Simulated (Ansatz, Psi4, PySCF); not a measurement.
C4H12Ge (SMILES C[C](C)(C)[GeH3]), singlet, at a GFN2-xTB geometry. Base run: PySCF with CAMB3LYP/STO-3G.

Here is a job for PySCF.
```python
from pyscf import gto, scf, dft

mol = gto.M(
    atom='''
Ge    0.46067749    1.06204801    0.12669895
C    -0.33250695   -0.76656304   -0.09144853
C    -0.54526840   -1.38912251    1.28414072
C     0.62092744   -1.63364519   -0.90644850
C    -1.66922811   -0.65105376   -0.81596744
H     1.77325686    1.02052520    0.84917919
H     0.71116687    1.72497062   -1.19404141
H    -0.43786689    1.97264572    0.90772151
H    -0.97730640   -2.38574086    1.19286179
H     0.40123205   -1.47487690    1.81709018
H    -1.22068345   -0.77771783    1.88185265
H     1.58399317   -1.72153951   -0.40441293
H     0.78683792   -1.19965205   -1.89203244
H     0.21215454   -2.63544972   -1.03884633
H    -1.53507939   -0.20214585   -1.79970853
H    -2.36130886   -0.03026137   -0.24773062
H    -2.12162005   -1.63398667   -0.94795695
''',
    basis='sto-3g',
    verbose=4,
)

mf = dft.RKS(mol)
mf.xc = 'camb3lyp'
mf.kernel()
```

The same geometry, method and basis name were run in Ansatz (a program for electronic structure) and Psi4 and PySCF, at each program's defaults and at the settings that a row names. The base is PySCF at its defaults. Differences at the defaults can come from grids, fitting, cores and function types together.

```
code and settings                                                                             ΔE vs base (mEh)  basis functions       E (Eh)  SCF cycles  dipole (D)
--------------------------------------------------------------------------------------------  ----------------  ---------------  -----------  ----------  ----------
PySCF, defaults (exact integrals, its default grid, spherical functions)                                 0.000               50  -2210.78511           8        0.16
Psi4, defaults (density fitting with its default set, its default grid, spherical functions)            -2.797               50  -2210.78791           8        0.16
Ansatz, defaults (factorised integrals, its default grid, spherical functions)                           0.002               50  -2210.78511           -           -
PySCF, density fitting with def2-universal-jkfit                                                        -2.835               50  -2210.78795           8        0.16
PySCF, fine grid                                                                                        -0.004               50  -2210.78511           8        0.16
Psi4, exact integrals, spherical functions, fine grid                                                   -0.004               50  -2210.78511          11        0.16
Ansatz, high accuracy                                                                                   -0.004               50  -2210.78511           -           -
```
